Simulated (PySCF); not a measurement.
How methods differ on the electron affinity of Sn

Sn⁻ [Kr] 4d10 5s2 5p3 (4S) → Sn [Kr] 4d10 5s2 5p2 (3P), as a difference of total energies. Computed with PySCF 2.14 in aug-cc-pwCVTZ-PP with ECP28MDF (8s7p6d4f1g, 96 functions), with a scalar-relativistic core potential. Correlated levels: valence: 4s2 4p6 4d10 frozen; valence and next inner shell: nothing frozen outside the core potential. The calculations carry no spin-orbit coupling.

Order these methods by the electron affinity they give, lowest first.
A. SCS-MP2 (valence)
B. UHF
C. MP2 (valence and next inner shell)
D. LDA

B (0.951 eV), A (1.215 eV), C (1.401 eV), D (1.543 eV).

The reference lies between the lowest fine-structure levels, while these numbers refer to the centres of the terms.

Errors of the correlated levels include the incompleteness of this basis and the frozen core.

In the anion the highest occupied orbital energy is positive at LDA, PBE, PBE0, r2SCAN, B3LYP, TPSS, a self-interaction effect; the basis confines that electron, and the energy difference can still be sensible.

For comparison: 1.112 eV (measured; photodetachment measurements, as compiled on the Wikipedia data page of electron affinities).
